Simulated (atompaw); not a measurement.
# Reading a pseudo-wave (aluminium (Al))

Columns: radius, all-electron u(r) and pseudo u(r) of the 3s shell (level -7.83 eV) of aluminium in the configuration [Ne] 3s2 3p1; LDA (PW92), scalar-relativistic, PAW (atompaw) scheme, atompaw 4.2.0.5.

```json
{"r (bohr)": "0.106", "all-electron": "0.1127", "pseudo": "0.0575"}
{"r (bohr)": "0.212", "all-electron": "-0.1049", "pseudo": "0.1146"}
{"r (bohr)": "0.317", "all-electron": "-0.2575", "pseudo": "0.1702"}
{"r (bohr)": "0.423", "all-electron": "-0.3022", "pseudo": "0.2250"}
{"r (bohr)": "0.529", "all-electron": "-0.2646", "pseudo": "0.2780"}
{"r (bohr)": "0.635", "all-electron": "-0.1780", "pseudo": "0.3288"}
{"r (bohr)": "0.740", "all-electron": "-0.0689", "pseudo": "0.3767"}
{"r (bohr)": "0.846", "all-electron": "0.0483", "pseudo": "0.4221"}
{"r (bohr)": "0.952", "all-electron": "0.1623", "pseudo": "0.4644"}
{"r (bohr)": "1.058", "all-electron": "0.2673", "pseudo": "0.5034"}
{"r (bohr)": "1.163", "all-electron": "0.3593", "pseudo": "0.5383"}
{"r (bohr)": "1.269", "all-electron": "0.4390", "pseudo": "0.5698"}
{"r (bohr)": "1.375", "all-electron": "0.5055", "pseudo": "0.5974"}
{"r (bohr)": "1.481", "all-electron": "0.5592", "pseudo": "0.6209"}
{"r (bohr)": "1.587", "all-electron": "0.6012", "pseudo": "0.6402"}
{"r (bohr)": "1.692", "all-electron": "0.6323", "pseudo": "0.6553"}
{"r (bohr)": "1.798", "all-electron": "0.6542", "pseudo": "0.6663"}
{"r (bohr)": "1.904", "all-electron": "0.6677", "pseudo": "0.6732"}
{"r (bohr)": "2.010", "all-electron": "0.6739", "pseudo": "0.6758"}
{"r (bohr)": "2.115", "all-electron": "0.6739", "pseudo": "0.6743"}
{"r (bohr)": "2.221", "all-electron": "0.6686", "pseudo": "0.6686"}
{"r (bohr)": "2.327", "all-electron": "0.6589", "pseudo": "0.6589"}
{"r (bohr)": "2.433", "all-electron": "0.6456", "pseudo": "0.6456"}
{"r (bohr)": "2.538", "all-electron": "0.6296", "pseudo": "0.6296"}
{"r (bohr)": "2.644", "all-electron": "0.6111", "pseudo": "0.6111"}
{"r (bohr)": "2.750", "all-electron": "0.5908", "pseudo": "0.5908"}
```

**Question.** How many radial nodes do the two functions have?

**Answer.** The all-electron 3s function has n − l − 1 = 2; the pseudo-wave has 0, since the states of the same l below it are removed with the core.

**Question.** At about which radius was the pseudo-wave matched?

**Answer.** 2.25 bohr. The columns agree to 0.0005 from 2.12 bohr on; several derivatives are matched, so the curves merge somewhat inside the radius.

**Question.** Is the pseudo-wave norm-conserving?

**Answer.** No, it belongs to a PAW set: the norm inside the radius is not constrained, and the difference is carried by the augmentation charge.
